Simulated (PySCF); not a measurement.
Sr³¹⁺: ionisation energy

Sr³¹⁺ [He] 2s2 2p3 [2p1/2^2 2p3/2^1, M_J = 3/2] → Sr³²⁺ [He] 2s2 2p2 [2p1/2^2, M_J = 0], as a difference of total energies. All numbers are calculated (PySCF 2.14, the two-component X2C-1e Hamiltonian, in an even-tempered Gaussian basis (17 s from 12 bohr⁻², ratio 2.4; 12 p from 15 bohr⁻², ratio 2.4; 5 d from 55 bohr⁻², ratio 2.6; 4 f from 82 bohr⁻², ratio 2.6)). Correlated levels: nothing frozen; the 32 highest virtual spinors dropped. "Screened" scales the spin-orbit matrix elements by Boettger's factors to mimic the two-electron term; Breit and QED terms are absent.

```json
{"method": "GHF (spin-free)", "ionisation energy (eV)": "3868.5"}
{"method": "GMP2 (spin-free)", "ionisation energy (eV)": "3868.3"}
{"method": "GHF (screened spin-orbit)", "ionisation energy (eV)": "3827.8"}
{"method": "GMP2 (screened spin-orbit)", "ionisation energy (eV)": "3826.9"}
```

For this ion Breit and QED terms and the two-electron picture change, all absent here, outweigh the correlation shift from GHF to GMP2.

The spin-free rows relax to the high-spin LS determinant and lack the spin-orbit shift.

The labels give the starting determinants; with spin-orbit coupling the two ends relaxed to ⟨J²⟩ = 3.75, ⟨L²⟩ = 1.71, ⟨S²⟩ = 2.00 and ⟨J²⟩ = 0.00, ⟨L²⟩ = 1.33, ⟨S²⟩ = 1.33.

For comparison: 3830 ± 30 eV (semi-empirical (NIST evaluation); NIST Atomic Spectra Database, ionization energies).
